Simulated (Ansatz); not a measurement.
Mulliken charges of CH2ClFOSi, SMILES `FC1(Cl)O[SiH2]1` from ωB97M-V/def2-TZVPP in Ansatz (PBE0-D4/def2-TZVP geometry).

```tsv
atom	x (Å)	y (Å)	z (Å)	charge (e)
F1	-0.309	-1.231	1.517	-0.167
C2	0.262	-0.695	0.425	0.185
Cl3	1.854	-1.411	0.209	-0.070
O4	-0.558	-0.779	-0.700	-0.326
Si5	-0.290	0.854	-0.351	0.374
H6	-1.459	1.600	0.155	0.002
H7	0.562	1.594	-1.301	0.001
```

Task: By hand: the dipole of these point charges (1 e Å = 4.8032 D).

Result: Σ q r = (0.041, 0.754, -0.093) e Å, of length 0.761 e Å = 3.66 D.

Task: How does the dipole of the full density compare? (An estimate is asked.)

Result: The calculation gave: (-0.080, 0.685, -0.138) e Å, 3.38 D; the point charges give 1.08 times that, at 11° from its direction.

Point charges leave out the atoms' own dipoles, such as those of lone pairs, and Mulliken's split depends on the basis, so the close match here is no proof of good charges.
